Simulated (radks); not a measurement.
Species: Br V. Configuration: [Ar] 3d10 4s2 4p(up 0.75, down 0.25) (fractional occupations, a model configuration). Calculated with a radial shooting solver on a logarithmic mesh with Libxc functionals: scalar-relativistic Kohn-Sham, SCAN, spin-polarised, spherical densities, finite nucleus; meta-GGA in the generalised Kohn-Sham scheme; Fermi nuclear charge, rms radius 4.1629 fm.

Normalised radial functions P(r) = r R(r), r in bohr:

r	4p down
0.004107	0.0031
0.004668	0.0039
0.005305	0.0050
0.006078	0.0063
0.006908	0.0080
0.007851	0.0101
0.008995	0.0128
0.01022	0.0161
0.01162	0.0201
0.01331	0.0255
0.01513	0.0317
0.0172	0.0392
0.0197	0.0489
0.02239	0.0599
0.02545	0.0730
0.02916	0.0892
0.03314	0.1069
0.03766	0.1268
0.04315	0.1501
0.04904	0.1737
0.05574	0.1979
0.06386	0.2227
0.07258	0.2433
0.08249	0.2590
0.0945	0.2668
0.1074	0.2627
0.1221	0.2440
0.1399	0.2052
0.159	0.1489
0.1807	0.0737
0.207	-0.0242
0.2352	-0.1274
0.2674	-0.2315
0.3063	-0.3307
0.3482	-0.3995
0.3957	-0.4320
0.4533	-0.4151
0.5152	-0.3455
0.5856	-0.2248
0.6709	-0.0501
0.7625	0.1440
0.8667	0.3541
0.9929	0.5589
1.128	0.7200
1.283	0.8309
1.469	0.8761
1.67	0.8548
1.898	0.7665
2.175	0.6244
2.472	0.4711
2.809	0.3266
3.218	0.1977
3.658	0.1106
4.157	0.0548
4.763	0.0223
5.413	0.0082

4p down: eigenvalue -51.782 eV, 2 radial nodes at r = 0.201, 0.694 bohr, <r> = 1.68 bohr, 90 % of the charge inside 2.45 bohr.
